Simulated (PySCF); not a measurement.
Positional isomers: benzothiophene fluoro+silyl. Gas-phase values, no solvent. Strings in code marks are SMILES.

These are PBE-D3(BJ)/def2-TZVP // PBE-D3(BJ)/def2-SVP run with PySCF values and carry that method's errors. All candidates: neutral, multiplicity 1. 

```
Item              Value
-------------  --------
HOMO           -5.60 eV
LUMO           -2.14 eV
HOMO–LUMO gap   3.46 eV
```

Task: Say which member has these values.
(A) `Fc1cc2cc([SiH3])ccc2s1`
(B) `Fc1c([SiH3])ccc2sccc12`
(C) `Fc1c([SiH3])ccc2ccsc12`
(D) `Fc1cc2ccc([SiH3])cc2s1`

Result: C, `Fc1c([SiH3])ccc2ccsc12`. The others give `Fc1c([SiH3])ccc2sccc12`: -5.57 eV, -1.98 eV, 3.60 eV; `Fc1cc2ccc([SiH3])cc2s1`: -5.67 eV, -1.99 eV, 3.68 eV; `Fc1cc2cc([SiH3])ccc2s1`: -5.66 eV, -1.86 eV, 3.80 eV
